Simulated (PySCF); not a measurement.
C3H7NSi2, SMILES [SiH2]1N=CC([SiH3])=C1.

Coordinates come from a PBE-D3(BJ)/def2-SVP optimisation. The geometry has at least one imaginary mode, so it is a saddle point at that level. This is a generated structure with no PubChem entry under its InChIKey; it may be hypothetical.

Level of theory: PBE-D3(BJ)/def2-SVP run with PySCF.

Frequencies are harmonic and unscaled.

| mode | ν (cm⁻¹) | IR (km/mol) | moving atoms (share of kinetic energy) |
|---|---|---|---|
| 1 | 85i | 0.1 | H 94 % |
| 2 | 126 | 0.0 | C 49 %, H 30 %, Si 21 % |
| 3 | 186 | 0.8 | C 46 %, H 25 %, Si 22 % |
| 4 | 271 | 0.4 | H 45 %, C 28 %, N 27 % |
| 5 | 360 | 0.0 | Si 82 %, H 9 % |
| 6 | 443 | 0.3 | H 52 %, C 45 % |
| 7 | 535 | 39.6 | Si 36 %, C 31 %, N 27 % |
| 8 | 539 | 24.0 | H 62 %, Si 18 %, C 10 %, N 10 % |
| 9 | 606 | 26.8 | H 74 %, Si 14 %, C 11 % |
| 10 | 636 | 26.2 | H 77 %, C 13 %, Si 8 % |
| 11 | 675 | 0.8 | H 32 %, N 25 %, C 25 %, Si 18 % |
| 12 | 682 | 48.3 | H 69 %, C 16 %, N 11 % |
| 13 | 720 | 31.6 | H 54 %, C 23 %, Si 16 % |
| 14 | 743 | 7.9 | C 37 %, N 31 %, H 21 %, Si 12 % |
| 15 | 822 | 21.4 | H 74 %, C 25 % |
| 16 | 866 | 320.7 | H 75 %, C 17 % |
| 17 | 894 | 48.4 | H 90 % |
| 18 | 907 | 34.5 | H 97 % |
| 19 | 910 | 14.1 | H 88 % |
| 20 | 913 | 109.8 | H 51 %, C 34 %, Si 9 % |
| 21 | 948 | 2.2 | H 64 %, C 35 % |
| 22 | 972 | 33.2 | C 61 %, H 35 % |
| 23 | 1162 | 27.4 | H 56 %, C 43 % |
| 24 | 1304 | 1.3 | H 78 %, C 14 %, N 8 % |
| 25 | 1499 | 12.9 | C 89 %, N 9 % |
| 26 | 1602 | 48.4 | C 64 %, N 32 % |
| 27 | 2162 | 92.1 | H 99 % |
| 28 | 2169 | 84.5 | H 96 % |
| 29 | 2173 | 86.2 | H 96 % |
| 30 | 2174 | 65.7 | H 98 % |
| 31 | 2178 | 83.0 | H 96 % |
| 32 | 2980 | 41.1 | H 92 %, C 8 % |
| 33 | 3129 | 0.8 | H 91 %, C 9 % |
